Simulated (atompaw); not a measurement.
**Before and after: PAW (atompaw) potential for platinum**

atompaw 4.2.0.5 input, output lines left out:

```
Pt 78
LDA-PW scalarrelativistic loggrid 2001 logderivrange -10 5 376
6 6 5 4 0 0
6 0 1
6 1 0
5 2 9
0 0 0
c
c
c
c
v
v
c
c
c
v
v
c
c
v
c
2
2.15 1.65 1.85 1.65
n
n
y
0.15
n
custom rrkj vanderbiltortho sinc
3 0 troulliermartins
1.60
1.50
1.20
2.15
2.15
2.15
```

All-electron outer shells of the reference configuration (LDA (PW92), scalar-relativistic, ld1.x):

```
shell  level (eV)  outermost node (bohr)  outermost maximum (bohr)
   4d     -306.78                   0.20                      0.42
   5s     -102.20                   0.49                      0.87
   4f      -70.50                      –                      0.38
   5p      -56.29                   0.53                      0.98
   5d       -6.38                   0.57                      1.26
   6s       -5.96                   1.14                      2.38
   6p       -0.96                   1.36                      3.55
```

Change: all radii scaled by about 1.19 (s 1.90, p 1.44, d 2.56 bohr); local potential troulliermartins scheme with l = 3 at 0 Ry, radius 2.20 bohr; augmentation sinc compensation charge, radius 1.96 bohr; PAW radius 2.56 bohr; waves and projectors: custom rrkj vanderbiltortho; core correction smooth core density matched at 1.96 bohr.

Cutoffs: the cutoffs (Ry, on a coarse ladder) from which the occupation-weighted sum of valence levels, in a spherical-Bessel basis at the reference potential, stays within 10 and 1 mRy of its value at 400 Ry; they do not see the model core or the augmentation charge, which bear on the density cutoff.

Task: What does the change do?

Result: The potential gets softer (55 Ry and 100 Ry → 40 Ry and 70 Ry); neither file shows a bound ghost. A larger radius leaves more room for a smooth pseudo-wave, so fewer plane waves are needed.

| quantity | base | changed |
| --- | --- | --- |
| cutoff, loose | 55 Ry | 40 Ry |
| cutoff, tight | 100 Ry | 70 Ry |
| loose cutoff by channel (10 mRy a level) | s 30 Ry, p 40 Ry, d 18 Ry | s 30 Ry, p 35 Ry, d 12 Ry |
| bound ghosts | none | none |
| lowest overlap eigenvalue by channel | s 0.21, p 0.47, d 1.00 | s 0.16, p 0.43, d 0.17 |

 The cutoffs see the waves, projectors and local potential, not the compensation charge or the core.
